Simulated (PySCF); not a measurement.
# ¹⁷O chemical shifts

[PySCF: geometry: GFN2-xTB; shielding tensors at PBE0/pcSseg-1 (GIAO); no relativistic terms; one computed conformer; no solvent model; one averaged value for each set of equivalent atoms]

Shieldings were converted by a linear fit to measured shifts: ¹⁷O: δ = 266.70 − 0.911σ (rms 10.7 ppm, 155 shifts, 12.2 ppm with the 3 outliers that the fit left out vs liquid water, solution or neat liquid). Occasional misses reach two or three times the rms, and more in compound classes unlike the fitted ones.

Problem. Give the ¹⁷O shifts of `C#CCCCOC(=O)OC`, `CCOCC(C)C`, `N#CC1CCOCC1`, `C=C=C(C[C@H](F)Cl)C(N)=O`, `CC(=O)N1CC=CC1`, `CCO[C@H](C)CC`.

Solution. 
```json
{"compound": "[CH:1]#[C:2][CH2:3][CH2:4][CH2:5][O:6][C:7](=[O:8])[O:9][CH3:10]", "environment": "O8: ester carbonyl oxygen", "δ (ppm)": "236.7"}
{"compound": "[CH:1]#[C:2][CH2:3][CH2:4][CH2:5][O:6][C:7](=[O:8])[O:9][CH3:10]", "environment": "O6: ester alkoxy oxygen", "δ (ppm)": "114.3"}
{"compound": "[CH:1]#[C:2][CH2:3][CH2:4][CH2:5][O:6][C:7](=[O:8])[O:9][CH3:10]", "environment": "O9: ester alkoxy oxygen", "δ (ppm)": "92.9"}
{"compound": "CCOCC(C)C", "environment": "ether oxygen", "δ (ppm)": "10.5"}
{"compound": "N#CC1CCOCC1", "environment": "ether oxygen", "δ (ppm)": "5.6"}
{"compound": "C=C=C(C[C@H](F)Cl)C(N)=O", "environment": "amide-type carbonyl oxygen", "δ (ppm)": "337.4"}
{"compound": "CC(=O)N1CC=CC1", "environment": "amide-type carbonyl oxygen", "δ (ppm)": "366.4"}
{"compound": "CCO[C@H](C)CC", "environment": "ether oxygen", "δ (ppm)": "28.1"}
```

In solution the two oxygens of a carboxylic acid give one averaged line by proton exchange, and hydrogen bonding shields acid and N–H amide carbonyl oxygens by tens of ppm; neither is in these numbers.
